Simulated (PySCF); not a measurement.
Run record: geometry optimisation, `C#C[Si@H](O)OC`.

Method: PBE0-D3(BJ)/def2-SVP geometry optimisation, gas phase (PySCF 2.14.0). Start geometry: GFN2-xTB. A driver script takes a list of jobs; this job's settings line and coordinates (Å) are shown.

Input:
```
{"job": {"xc": "PBE0", "basis": "def2-SVP", "d3": "d3bj", "grid": 1, "kind": "geom"}, "charge": 0, "multiplicity": 1}
C      2.270495     1.201423    -0.945571
C      1.577395     0.394974    -0.385227
Si     0.458704    -0.810884     0.486306
O      0.723679    -2.341731     0.034482
O     -1.087467    -0.511564     0.065880
C     -1.795947     0.678746     0.207418
H      2.888190     1.897172    -1.437902
H      0.699087    -0.771354     1.922590
H      0.243676    -2.715206    -0.700252
H     -2.756524     0.561227    -0.295898
H     -1.967918     0.902548     1.263315
H     -1.252171     1.513963    -0.241169
```

Task: Estimate the output.

Result: 
```
step   0  E = -557.16261942  max force = 0.025963
step   1  E = -557.16618436  max force = 0.004195
step   2  E = -557.16634944  max force = 0.001502
step   3  E = -557.16644824  max force = 0.001017
step   4  E = -557.16661187  max force = 0.003199
step   5  E = -557.16670824  max force = 0.003347
step   6  E = -557.16676686  max force = 0.001869
step   7  E = -557.16679853  max force = 0.000814
step   8  E = -557.16681410  max force = 0.000882
step   9  E = -557.16682633  max force = 0.001006
step  10  E = -557.16683246  max force = 0.000738
step  11  E = -557.16683676  max force = 0.000692
step  12  E = -557.16683861  max force = 0.000519
step  13  E = -557.16683903  max force = 0.000392
optimisation converged
```

Energies in Eh; «max force» is the largest Cartesian gradient component in Eh/bohr.

Task: Give the first gradient maximum in eV/Å.

Result: With 1 Eh/bohr = 51.422 eV/Å, 1.335 eV/Å.

Summary of the converged run: final energy -557.16684 Eh after 13 steps; dipole 2.34 D.

Task: Give the final coordinates.

Result: 0.186 Å rms from the input after alignment:
```
atom  x, y, z in Å
C1     2.1798    1.2604   -0.9454
C2     1.5099    0.4224   -0.3696
Si3    0.4920   -0.8374    0.5071
O4     0.7700   -2.3492   -0.0850
O5    -1.0961   -0.4512    0.2633
C6    -1.6736    0.8232    0.3275
H7     2.7776    1.9973   -1.4527
H8     0.8609   -0.8831    1.9407
H9     0.6307   -2.4724   -1.0287
H10   -2.6689    0.7841   -0.1403
H11   -1.8017    1.1599    1.3718
H12   -1.0703    1.5793   -0.2065
```

Time: 91 s of wall time; peak memory 0.53 GiB. Hardware: one thread of an Arm Neoverse N1, shared host with 64 logical CPUs at a one-minute load of 60.
Labels such as C1 count atoms from 1, the log's own numbers from 0.
